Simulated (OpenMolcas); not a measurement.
# Hf: effect of the IPEA shift

```
Program             : OpenMolcas
Basis               : ANO-RCC-VTZP [8s7p5d3f2g1h]
Scalar Hamiltonian  : DKH2, point nucleus
Active space        : 2 electrons in 5 orbitals (5d)
State averaging     : 2S+1 = 3 even, 10 roots; 2S+1 = 1 even, 15 roots
Spin-orbit coupling : RASSI with atomic mean-field integrals over the reference wave functions, term energies averaged over their components
```

Methods on the same reference wave functions:
A. CASSCF
B. SS-CASPT2, IPEA 0 Eh, imaginary shift 0.1 Eh (closed shells correlated: 5s 5p 6s)
C. SS-CASPT2, IPEA 0.25 Eh, imaginary shift 0.1 Eh (closed shells correlated: 5s 5p 6s)

Energies in cm-1 above 5d2 6s2 3F2, the measured ground level; measured values from NIST Handbook of Basic Atomic Spectroscopic Data.

```
             Level      A      B      C  Measured
       5d2 6s2 3F2    0.0    0.0    0.0       0.0
       5d2 6s2 3F3   2544   2810   2760      2357
       5d2 6s2 3F4   5117   5330   5280      4568
5d2 6s2 1D2 [65 %]   9382   6340   6790      5639
       5d2 6s2 3P0   9570   6680   7680      5522
       5d2 6s2 3P1  10828   8260   9290      6573
5d2 6s2 3P2 [68 %]  13562  10760  11630      8984
       5d2 6s2 1G4  14224  12800  12540     10533
       5d2 6s2 1S0  30252  20410  21020     20328
```

Deviations, from unrounded energies. A percentage is the sum of absolute deviations over the sum of measured energies, with the sign that they share, or ± where signs differ.

| Against measurement | Levels | A | B | C |
| --- | --- | --- | --- | --- |
| mean absolute deviation (cm-1) | 8 | 3900 | 1100 | 1600 |
| fine structure of the ground term (%) | 2 | +10.6 | +17.5 | +16.2 |
| other terms of the ground configuration (%) | 6 | +52.5 | +13.3 | +19.8 |

B lies closest to measurement on these levels and A furthest from it. The largest miss of B in the table is 5d2 6s2 1G4, by +2300 cm-1. The ranking rests on the paired levels alone, and a cruder setting can come out closer through cancelling errors.

Between B and C the level of the table that moves most is 5d2 6s2 3P1, by 1000 cm-1 (lowest in B, highest in C). Moves below CASPT2's spread within the term are not significant.

The mean deviations of B to C differ by less than CASPT2's widest spread within a term (1500 cm-1), so their order carries little weight.

From A to B the spin-free energies of the other terms of 5d2 6s2 shown, above 3F, scale by factors of 0.46 to 0.84.

The lowest spin-free term lies below A's lowest term by 0.290 hartree in B, 0.281 hartree in C.

CASPT2 does not keep the components of a term degenerate, so their means are used; among the terms shown or strongly mixed into the levels shown the widest spread is 1500 cm-1 (5d2 6s2 1G, B). Over all roots computed the reference weight is 0.85 to 0.90 in B, 0.85 to 0.91 in C; the roots of lowest weight are the least certain, and an intruder state may touch them. With the s shell closed, the reference lacks s² → p², s² → d² and s → d mixing, so excited terms can stand far too high and out of order, with CASPT2 too. Without dynamic correlation excited terms often stand tens of per cent too high (terms of higher spin than the ground term too low), and those without a measured partner can miss by more than the paired ones (holds for A). Some levels mix across a computed gap that differs much from the measured one, so their mixing is not that of the real levels (holds for B; C). Some terms miss by over 15 % even with CASPT2, which points to a basis or an active space too small for the shells correlated (holds for B; C). Measured partners are found by configuration, term and J. A level has none where our copy of the source lacks it or the pairing is in doubt (some pairs that miss far off the trend of their configuration count as doubtful), and it then counts in no deviation. Only configurations of the active space appear.

A share in square brackets marks a mixed level and gives the weight of the term that names it, the lowest over the columns.
